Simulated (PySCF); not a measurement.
A structure optimised at ωB97X-D3(BJ)/def2-TZVP, used in a PySCF frequency run:

```xyz
7

Si    -0.7342    -0.1046     0.2487
O     -0.8255     1.5113     0.5464
S      1.1437    -0.6925    -0.5624
H     -0.9850    -0.7435     1.5539
H     -1.7054    -0.5486    -0.7774
H     -0.5710     2.1055    -0.1630
H      1.8445    -0.3599     0.5309
```
Charge 0, spin multiplicity 1.

Q: Write its SMILES and formula.

A: O[SiH2]S, H4OSSi

Q: What are its rotational constants (standard atomic weights)?

A: 18.471, 3.8645, 3.4043 GHz
